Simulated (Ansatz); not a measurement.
A run for Ansatz (a quantum-chemistry and plane-wave program): R-B3LYP-D3(BJ)/def2-TZVP on H2O4S (SMILES O=S(=O)(O)O).

Ansatz 0.2 input:
```yaml
crystal:
  periodic: [false, false, false]
  atoms:
    - {symbol: O, position_ang: [-0.70580000, 1.11020000, 0.29690000]}
    - {symbol: S, position_ang: [-0.23760000, -0.36850000, -0.03450000]}
    - {symbol: O, position_ang: [-0.77770000, -0.72730000, -1.29250000]}
    - {symbol: O, position_ang: [-0.44400000, -1.16770000, 1.11520000]}
    - {symbol: O, position_ang: [1.32400000, -0.15120000, -0.20720000]}
    - {symbol: H, position_ang: [-0.87140000, 1.54130000, -0.54000000]}
    - {symbol: H, position_ang: [1.71230000, -0.23690000, 0.66210000]}
basis:
  gaussian:
    orbitals: def2-TZVP
hamiltonian:
  xc: b3lyp
  dispersion: d3bj
relax: {f_tol: 0.004, max_steps: 120}
scf: {lower_state_search: off}
```

Task: Give the final energy of this run.

Result: -700.4537 hartree.

Task: How many basis functions does it have, and what does it roughly cost on one machine?

Result: 173 functions; around 40 core-seconds (rough).
